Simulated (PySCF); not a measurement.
Compound: BF₂H₂N.
Z-matrix (Å and degrees, GFN2-xTB geometry), rows numbered from 1:
```
N 
B   1  1.3814
F   2  1.3258  1  121.93
F   2  1.3258  1  121.96  3  -179.97
H   1  1.0035  2  122.80  3     0.04
H   1  1.0036  2  122.71  3   179.98
```

The closed-shell ground state was solved at several levels (PySCF, density fitting, gas phase, non-relativistic).

```json
{"level": "CAM-B3LYP/def2-SVPD", "basis functions": "102", "HOMO (eV)": "-10.32", "LUMO (eV)": "0.70", "gap (eV)": "11.02", "dipole (D)": "2.87"}
{"level": "PBE0/pcSseg-1", "basis functions": "78", "HOMO (eV)": "-8.68", "LUMO (eV)": "1.30", "gap (eV)": "9.98", "dipole (D)": "2.91"}
```

Problem. What might B3LYP/pcJ-1 (128 basis functions) give for the same quantities?

Solution. HOMO -8.38 eV, LUMO 0.92 eV, gap 9.30 eV, dipole 2.94 D.

Problem. Over all these levels, which gives the widest orbital gap and which the narrowest?

Solution. CAM-B3LYP/def2-SVPD (range-separated hybrid) has the widest, 11.02 eV, and B3LYP/pcJ-1 (global hybrid, 20 % exact exchange) the narrowest, 9.30 eV. Functional and basis both differ between the two, so the spread mixes both effects.

Problem. How far do the dipole and the HOMO energy spread over the levels?

Solution. The dipole runs from 2.87 to 2.94 D (mean 2.91 D) and the HOMO from -10.32 to -8.38 eV.
